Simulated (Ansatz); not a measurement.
Calculation: frozen-core CCSD(T)/def2-TZVPP // PBE0-D4/def2-TZVP in Ansatz (an electronic-structure program).

Ansatz 0.2 input:
```yaml
crystal:
  periodic: [false, false, false]
  atoms:
    - { symbol: O, position_ang: [-1.844409, 0.58056, -0.737824] }
    - { symbol: Si, position_ang: [-0.920544, -0.392007, 0.229873] }
    - { symbol: Si, position_ang: [1.377467, -0.002796, -0.051011] }
    - { symbol: H, position_ang: [-1.746093, 1.528029, -0.636569] }
    - { symbol: H, position_ang: [-1.2679, -1.781255, -0.158542] }
    - { symbol: H, position_ang: [-1.261463, -0.203568, 1.670712] }
    - { symbol: H, position_ang: [1.806827, -0.284665, -1.447405] }
    - { symbol: H, position_ang: [2.161204, -0.865309, 0.875896] }
    - { symbol: H, position_ang: [1.694912, 1.42101, 0.25487] }
basis:
  gaussian: { orbitals: def2-TZVPP }
correlation:
  method: ccsd_t
```

Output:

```
Functional definition: HF
1140 factors; integrals over basis functions are off by at most 7.5e-4 eV
mean field evaluation 1: about -17856.0046 eV, gradient 3.6e1 eV
mean field evaluation 2: about -17856.1947 eV, gradient 3.6e1 eV
mean field evaluation 4: about -17859.1509 eV, gradient 3.3e0 eV
mean field evaluation 8: about -17859.2107 eV, gradient 1.2e-1 eV
mean field evaluation 16: about -17857.9748 eV, gradient 2.4e1 eV
mean field -17859.21085436 eV, -656.3138934899 hartree, gradient 6.7e-6 eV, S^2 0.000000; 0 other end points of the search recorded, 0 dependent functions left out
11 core orbitals not correlated
reference -17859.21085436 eV, -656.3138934899 hartree; 10, 10 occupied and 178, 178 virtual orbitals, 1140 factors
second order -13.55156572 eV of doubles, -0.00000000 eV of singles
cycle   1  -14.28443007 eV  change   -7.3e-1 eV  update   8.8e-2
cycle   2  -14.71234760 eV  change   -4.3e-1 eV  update   2.8e-2
cycle   3  -14.79143379 eV  change   -7.9e-2 eV  update   1.3e-2
cycle   4  -14.78300862 eV  change    8.4e-3 eV  update   3.3e-3
cycle   5  -14.78235557 eV  change    6.5e-4 eV  update   1.4e-3
cycle   6  -14.78243303 eV  change   -7.7e-5 eV  update   3.7e-4
cycle   7  -14.78220724 eV  change    2.3e-4 eV  update   1.3e-4
cycle   8  -14.78219378 eV  change    1.3e-5 eV  update   4.2e-5
cycle   9  -14.78221319 eV  change   -1.9e-5 eV  update   1.7e-5
perturbative correction -0.48365066 eV, -0.0177738339 hartree
Total energy: -17874.47671821 eV, -656.8749036386 hartree
```

Cost: roughly 30 core-seconds.
